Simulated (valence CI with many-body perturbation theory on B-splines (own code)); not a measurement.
## Ti⁶⁺: calculated level list

Method: configuration interaction combined with many-body perturbation theory (CI+MBPT): six valence electrons over a frozen Dirac-Fock core [Ne], a basis of 9 s, 9 p, 8 d, 6 f, 3 g, 1 h functions for each j, with the one-electron correlation potential Σ1 (screened to all orders), the two-electron term Σ2, the three-electron term Σ3, Breit, model QED; selected single and double excitations, second order for the rest, scaled by the run's own slope (own B-spline code, finite nucleus).

Against 8 measured levels this calculation errs by 100 cm⁻¹ on average and by 162 at most. These come from a selection out of Corliss and Sugar, J. Phys. Chem. Ref. Data 8, 1 (1979). Levels without a partner in it may be off by more. Among the levels kept, up to 920 cm⁻¹ of a level comes from second order outside the variational space, and about a tenth of that is noise between levels of different J, which matters for small intervals.

Levels 1 to 35 of 35, with energies above the lowest level, 3s²3p⁴ ³P_2. "Leading %" is the weight of the configuration and term that name the level; weights of strongly mixed levels are sums over their largest components and can fall short. In the jj column 3d3/2^4 stands for four electrons in 3d with j = 3/2.

| No. | Configuration | Term | J | E (cm⁻¹) | Leading % | g | Leading jj |
| --- | --- | --- | --- | --- | --- | --- | --- |
| 1 | 3s²3p⁴ | ³P | 2 | 0 | 94 | 1.493 | 3s^2 3p1/2^2 3p3/2^2 (74 %) |
| 2 | 3s²3p⁴ | ³P | 1 | 4538 | 96 | 1.501 | 3s^2 3p1/2 3p3/2^3 (96 %) |
| 3 | 3s²3p⁴ | ³P | 0 | 5912 | 94 |  | 3s^2 3p3/2^4 (52 %) |
| 4 | 3s²3p⁴ | ¹D | 2 | 24279 | 94 | 1.007 | 3s^2 3p1/2 3p3/2^3 (74 %) |
| 5 | 3s²3p⁴ | ¹S | 0 | 55130 | 92 |  | 3s^2 3p1/2^2 3p3/2^2 (51 %) |
| 6 | 3s3p⁵ | ³P° | 2 | 196100 | 78 | 1.501 | 3s 3p1/2^2 3p3/2^3 (78 %) |
| 7 | 3s3p⁵ | ³P° | 1 | 199910 | 77 | 1.499 | 3s 3p1/2 3p3/2^4 (48 %) |
| 8 | 3s3p⁵ | ³P° | 0 | 202040 | 77 |  | 3s 3p1/2 3p3/2^4 (77 %) |
| 9 | 3s3p⁵ | ¹P° | 1 | 251220 | 54 | 1.001 | 3s 3p1/2^2 3p3/2^3 (33 %) |
| 10 | 3s²3p³3d | ⁵D° | 0 | 268210 | 96 |  | 3s^2 3p1/2 3p3/2^2 3d3/2 (52 %) |
| 11 | 3s²3p³3d | ⁵D° | 1 | 268260 | 96 | 1.499 | 3s^2 3p1/2 3p3/2^2 3d3/2 (49 %) |
| 12 | 3s²3p³3d | ⁵D° | 2 | 268340 | 96 | 1.499 | 3s^2 3p1/2 3p3/2^2 3d3/2 (38 %) |
| 13 | 3s²3p³3d | ⁵D° | 3 | 268460 | 96 | 1.499 | 3s^2 3p1/2 3p3/2^2 3d5/2 (28 %) |
| 14 | 3s²3p³3d | ⁵D° | 4 | 268680 | 96 | 1.499 | 3s^2 3p1/2 3p3/2^2 3d5/2 (54 %) |
| 15 | 3s²3p³3d | ³D° | 2 | 287990 | 91 | 1.149 | 3s^2 3p1/2^2 3p3/2 3d5/2 (32 %) |
| 16 | 3s²3p³3d | ³D° | 3 | 288250 | 93 | 1.329 | 3s^2 3p1/2 3p3/2^2 3d5/2 (64 %) |
| 17 | 3s²3p³3d | ³D° | 1 | 288840 | 96 | 0.500 | 3s^2 3p1/2 3p3/2^2 3d5/2 (47 %) |
| 18 | 3s²3p³3d | ³F° | 2 | 295070 | 92 | 0.686 | 3s^2 3p1/2 3p3/2^2 3d3/2 (57 %) |
| 19 | 3s²3p³3d | ¹S° | 0 | 295180 | 95 |  | 3s^2 3p1/2 3p3/2^2 3d5/2 (55 %) |
| 20 | 3s²3p³3d | ³F° | 3 | 296440 | 93 | 1.087 | 3s^2 3p1/2 3p3/2^2 3d3/2 (48 %) |
| 21 | 3s²3p³3d | ³F° | 4 | 298130 | 95 | 1.249 | 3s^2 3p1/2 3p3/2^2 3d5/2 (67 %) |
| 22 | 3s²3p³3d | ³G° | 3 | 313810 | 94 | 0.756 | 3s^2 3p1/2 3p3/2^2 3d3/2 (39 %) |
| 23 | 3s²3p³3d | ³G° | 4 | 314190 | 94 | 1.054 | 3s^2 3p1/2 3p3/2^2 3d3/2 (42 %) |
| 24 | 3s²3p³3d | ³G° | 5 | 314740 | 96 | 1.200 | 3s^2 3p1/2 3p3/2^2 3d5/2 (96 %) |
| 25 | 3s²3p³3d | ¹G° | 4 | 321150 | 93 | 1.007 | 3s^2 3p1/2 3p3/2^2 3d3/2 (43 %) |
| 26 | 3s²3p³3d | ¹D° | 2 | 325410 | 93 | 1.000 | 3s^2 3p1/2 3p3/2^2 3d3/2 (26 %) |
| 27 | 3s²3p³3d | ³F° | 4 | 338000 | 91 | 1.241 | 3s^2 3p3/2^3 3d5/2 (46 %) |
| 28 | 3s²3p³3d | ³F° | 3 | 338320 | 93 | 1.082 | 3s^2 3p1/2 3p3/2^2 3d5/2 (39 %) |
| 29 | 3s²3p³3d | ³F° | 2 | 339050 | 92 | 0.682 | 3s^2 3p1/2 3p3/2^2 3d3/2 (61 %) |
| 30 | 3s²3p³3d | ³P° | 0 | 339170 | 94 |  | 3s^2 3p1/2^2 3p3/2 3d3/2 (55 %) |
| 31 | 3s²3p³3d | ³D° | 1 | 339970 | 88 | 0.570 | 3s^2 3p1/2^2 3p3/2 3d3/2 (47 %) |
| 32 | 3s²3p³3d | ³P° | 1 | 340370 | 87 | 1.430 | 3s^2 3p1/2^2 3p3/2 3d5/2 (36 %) |
| 33 | 3s²3p³3d | ³D° | 2 | 342570 | 89 | 1.168 | 3s^2 3p1/2 3p3/2^2 3d5/2 (31 %) |
| 34 | 3s²3p³3d | ³P° | 2 | 343580 | 89 | 1.482 | 3s^2 3p1/2 3p3/2^2 3d5/2 (52 %) |
| 35 | 3s²3p³3d | ³D° | 3 | 345910 | 93 | 1.327 | 3s^2 3p3/2^3 3d5/2 (42 %) |

Names give the largest LS component (configuration and term), which can be under half, so a name can repeat, a term be missing and a line seem to break the LS rules; names also repeat where a configuration has a term twice.

The ionisation energy to 3s²3p³ ⁴S°3/2 of the next ion comes out as 140.7 eV (NIST: 140.68 ± 0.18 eV (semi-empirical)). All 35 levels together are meant to be complete up to 351300 cm⁻¹.
